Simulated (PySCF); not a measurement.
# Two-component Hartree-Fock for Ar(3+) (argon, charge +3)

Start: [Ne] 3s1 3p4; 3s1/2 filled at m_j = +1/2; 3p1/2 filled at m_j = +1/2; 3p3/2 filled at m_j = -1/2, +1/2, +3/2. Calculated with PySCF 2.14 in x2c-TZVPall-2c (5s6p2d1f, 40 functions): generalised Hartree-Fock with the X2C-1e Hamiltonian and a Gaussian nucleus; one run each with spin-orbit coupling (SO) switched off, then screened by Boettger's factors. This is a chosen level, not necessarily the ground level.

| spinor shell | electrons | ε, spin-free (eV) | ε, screened SO (eV) | weight of nominal j (screened SO) | rms radius, screened SO (bohr) |
| --- | --- | --- | --- | --- | --- |
| 1s1/2 | 2 | -3290.8 | -3290.7 | 1.000 | 0.0991 |
| 2s1/2 | 2 | -386.15 | -386.13 | 1.000 | 0.446 |
| 2p1/2 | 2 | -309.45 | -311.64 | 0.873 | 0.414 |
| 2p3/2 | 4 | -309.45 | -308.34 | 0.936 | 0.416 |
| 3s1/2 | 1 | -80.952 | -80.938 | 1.000 | 1.37 |
| 3p3/2 | 3 | -57.903 | -59.878 | 0.657 | 1.49 |
| 3p1/2 | 1 | -57.903 | -52.027 | 0.655 | 1.56 |

```tsv
quantity	spin-free	screened SO
E (hartree)	-525.08993	-525.09433
M_J	5/2	5/2
⟨J²⟩	8.756	8.756
⟨L²⟩	2.003	2.005
⟨S²⟩	3.753	3.752
```

Each row is a mean over spinors that exchange with the open shell spreads, by up to 2.816 eV (2p3/2).

Rows whose weight is well below 1 are mixtures of j = l ± 1/2: exchange outweighs spin-orbit coupling there, and the label is only the starting occupation.

Without spin-orbit coupling the j labels of p, d and f shells carry no meaning; the spin-free column gives the mean over the occupied spinors of each nl shell.
